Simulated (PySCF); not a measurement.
## Working out the ionisation energy of Os

Os [Xe] 4f14 5d6 6s2 (5D) → Os⁺ [Xe] 4f14 5d6 6s1 (6D). Computed with PySCF 2.14 in aug-cc-pVTZ-PP with ECP60MDF, with scalar relativity through the core potential. Frozen: 5s2 5p6. Energies in hartree (1 hartree = 27.21139 eV):

| part | Os (lower) | Os⁺ (upper) |
| --- | --- | --- |
| UHF | -90.071032 | -89.831267 |
| CCSD correlation | -0.192417 | -0.135811 |
| (T) | -0.009571 | -0.004311 |

Question: What does Hartree-Fock give?

Answer: (-89.831267) − (-90.071032) = 0.239765 hartree = 6.524 eV.

Question: What do CCSD and CCSD(T) give?

Answer: The CCSD correlation energies differ by 0.056606 hartree = 1.540 eV and the triples by 0.005260 hartree = 0.143 eV, so CCSD gives 8.064 eV and CCSD(T) 8.207 eV.

Measured between the centres of the two terms (NIST): 8.473 eV, so CCSD(T) (valence) is off by -0.266 eV.

What remains against the reference includes basis incompleteness, the frozen core and higher excitations.
